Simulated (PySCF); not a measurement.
Simulated Cl 2p region for chlorogermylene (`[Cl][GeH]`) [singlet], binding energy against the vacuum level.

Every computed line was given a Gaussian of 0.6 eV full width at half maximum and an area set by the number of equivalent atoms (split 2:1 within a doublet); the highest printed point is 100. Theory: delta-SCF UKS SCAN, pcX-2 on the ionised atom, pcseg-1 elsewhere, spin-free X2C (PySCF 2.14.0).

| binding energy (eV) | intensity |
| --- | --- |
| 204.8 | 1 |
| 204.9 | 2 |
| 205.0 | 5 |
| 205.1 | 12 |
| 205.2 | 25 |
| 205.3 | 44 |
| 205.4 | 68 |
| 205.5 | 89 |
| 205.6 | 100 |
| 205.7 | 96 |
| 205.8 | 80 |
| 205.9 | 56 |
| 206.0 | 34 |
| 206.1 | 18 |
| 206.2 | 8 |
| 206.3 | 3 |
| 206.4 | 1 |
| 206.5 | 1 |
| 206.6 | 2 |
| 206.7 | 4 |
| 206.8 | 9 |
| 206.9 | 17 |
| 207.0 | 28 |
| 207.1 | 39 |
| 207.2 | 48 |
| 207.3 | 50 |
| 207.4 | 45 |
| 207.5 | 35 |
| 207.6 | 23 |
| 207.7 | 13 |
| 207.8 | 6 |
| 207.9 | 3 |
| 208.0 | 1 |
| 208.1 | 0 |

Q: How many maxima does the curve show, and how many computed lines lie under it?

A: The curve has 2 maxima (at 205.6 and 207.3 eV). Under it lie 2 lines from 1 inequivalent chlorine site, drawn as a 2p3/2, 2p1/2 pair.

Q: Decompose the envelope and assign each component. Numbering: `[Cl:1][GeH:2]`.

A: 
```json
{"position (eV)": "205.63", "relative area": "0.67", "line": "Cl 2p3/2", "atoms": "Cl1", "environment": "chlorine bonded to Ge"}
{"position (eV)": "207.28", "relative area": "0.33", "line": "Cl 2p1/2", "atoms": "Cl1", "environment": "chlorine bonded to Ge"}
```

Q: What are the centre and the root-mean-square width of the whole band?

A: The area-weighted mean of the lines is 206.18 eV. Their own spread about it is 0.78 eV (rms) and each Gaussian has σ = 0.6/2.355 = 0.25 eV; the variances add, which gives 0.82 eV.

No satellites, vibrations or lifetime broadening are included. 2p3/2 and 2p1/2 are the ΔSCF energy of one spin-free 2p hole plus the eigenvalues of a spin–orbit and ligand-field matrix of the shell. 2p1/2 minus 2p3/2 (ligand field included): Cl 1.65 eV. Geometry: PBE0-D3(BJ)/def2-SVP; no solvent, vibrations or thermal averaging.
